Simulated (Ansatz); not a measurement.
`CC(C)(Br)CBr` + H₂ → `CC(C)(C)Br` + HBr at 400 K and 1 bar (hydrogenolysis of a C–Br bond).

Calculated with Ansatz (gas phase, PBE0-D4/def2-TZVP geometries, no zero-point term in ΔE). CCSD(T)/CBS adds triple-zeta CCSD(T) − MP2 to the extrapolated MP2 energy (def2 sets, frozen cores). This one scheme is used for every species. For Br outer-core shells are correlated without core-valence functions, which leaves a few kJ/mol of doubt a bond. Scalar relativity is left out up to krypton. Each species was taken in one conformer, which may not be the lowest.

```json
{"species": "`CC(C)(Br)CBr`", "CCSD(T)/CBS energy (Eh)": "-5303.68759", "H − E (kJ/mol)": "333.3", "S (J/(mol·K))": "418.3"}
{"species": "H₂", "CCSD(T)/CBS energy (Eh)": "-1.17544", "H − E (kJ/mol)": "38.0", "S (J/(mol·K))": "139.0"}
{"species": "`CC(C)(C)Br`", "CCSD(T)/CBS energy (Eh)": "-2730.96967", "H − E (kJ/mol)": "352.7", "S (J/(mol·K))": "364.9"}
{"species": "HBr", "CCSD(T)/CBS energy (Eh)": "-2573.91920", "H − E (kJ/mol)": "27.6", "S (J/(mol·K))": "207.2"}
```

H − E and S are ideal-gas, rigid-rotor, harmonic terms from PBE0-D4/def2-TZVP, for one conformer and one mirror image of each species. For small species the MP2-based limit differs from directly extrapolated CCSD(T) by up to some mEh (0.8 for H₂); such offsets cancel only in part. 1 Eh = 2625.50 kJ/mol, R = 8.31446 J/(mol·K).

Question: By hand: ΔE, ΔH, ΔS and ΔG.

Answer: ΔE = (-2730.96967) + (-2573.91920) − (-5303.68759) − (-1.17544) = -0.02584 Eh = -67.8 kJ/mol. Δ(H − E) = 352.7 + 27.6 − 333.3 − 38.0 = 9.0, so ΔH = -58.8 kJ/mol. ΔS = 364.9 + 207.2 − 418.3 − 139.0 = 14.8 J/(mol·K). ΔG = -58.8 − 400 × (14.8)/1000 = -64.7 kJ/mol.

Question: By hand: the equilibrium constant, and the temperature at which ΔG would vanish if ΔH and ΔS stayed fixed.

Answer: log₁₀ K = −ΔG/(RT ln 10) = 8.4. ΔH and −TΔS have one sign here, so there is no such temperature.

The number of gas molecules stays the same, so ΔS is small and ΔH decides. A doubt of 5 kJ/mol in ΔE shifts log₁₀ K by 0.7 here. Other conformers and mirror images would add mixing entropy, several J/(mol·K) or more a flexible species. These are equilibria of isolated gas molecules and say nothing of rates. Largest T1 diagnostic: 0.008 (customary marks: 0.02 for closed shells, 0.045 for open ones).
